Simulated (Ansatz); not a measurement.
Ansatz (a program for electronic structure) input (CCSD(T)/def2-QZVPP):
A basis named .json is the Basis Set Exchange file of that set.

Ansatz 0.2 input:
```yaml
crystal:
  periodic: [false, false, false]
  atoms:
    - {symbol: Zn, position_ang: [-0.00000000, -0.00000000, -0.79086917]}
    - {symbol: Cl, position_ang: [0.00000000, 0.00000000, 1.39565148]}
basis:
  gaussian:
    orbitals: def2-QZVPP.json
magnetization: {spin_polarized: true, initial_magnetization: 1}
correlation: {method: ccsd_t, electrons: outside_noble_gas}
```

Output:

```
Functional definition: HF
integrals: 0.83 GiB planned
1112 factors; integrals over basis functions are off by at most 1.1e-3 eV
mean field: 0.69 GiB planned
mean field evaluation 1: about -60881.9174 eV, gradient 1.1e1 eV
mean field evaluation 2: about -60881.9186 eV, gradient 1.1e1 eV
mean field evaluation 4: about -60882.9875 eV, gradient 2.5e0 eV
mean field evaluation 8: about -60883.0758 eV, gradient 2.3e-1 eV
mean field evaluation 16: about -60882.7944 eV, gradient 7.1e0 eV
mean field evaluation 32: about -60879.0896 eV, gradient 1.2e-2 eV
mean field -60883.07712698 eV, -2237.4118163845 hartree, gradient 6.1e-6 eV, S^2 0.754310; 0 other end points of the search recorded, 0 dependent functions left out
14 core orbitals not correlated
reference -60883.07712698 eV, -2237.4118163845 hartree; 10, 9 occupied and 146, 147 virtual orbitals, 1112 factors
second order -19.51268226 eV of doubles, -0.00000000 eV of singles
coupled cluster: 1.83 GiB planned
cycle   1  -18.05181918 eV  change     1.5e0 eV  update   1.0e-1
cycle   2  -18.57458897 eV  change   -5.2e-1 eV  update   4.2e-2
cycle   3  -18.68187421 eV  change   -1.1e-1 eV  update   1.9e-2
cycle   4  -18.65759807 eV  change    2.4e-2 eV  update   7.5e-3
cycle   5  -18.65123022 eV  change    6.4e-3 eV  update   3.4e-3
cycle   6  -18.65493914 eV  change   -3.7e-3 eV  update   1.5e-3
cycle   7  -18.65517352 eV  change   -2.3e-4 eV  update   6.6e-4
cycle   8  -18.65512874 eV  change    4.5e-5 eV  update   2.1e-4
cycle   9  -18.65529025 eV  change   -1.6e-4 eV  update   9.5e-5
cycle  10  -18.65527063 eV  change    2.0e-5 eV  update   3.2e-5
cycle  11  -18.65524043 eV  change    3.0e-5 eV  update   1.2e-5
cycle  12  -18.65526153 eV  change   -2.1e-5 eV  update   5.0e-6
perturbative correction -0.72151573 eV, -0.0265152142 hartree
Total energy: -60902.45390424 eV, -2238.1238998151 hartree
```

The spin state was set by rule; other spins were not relaxed.
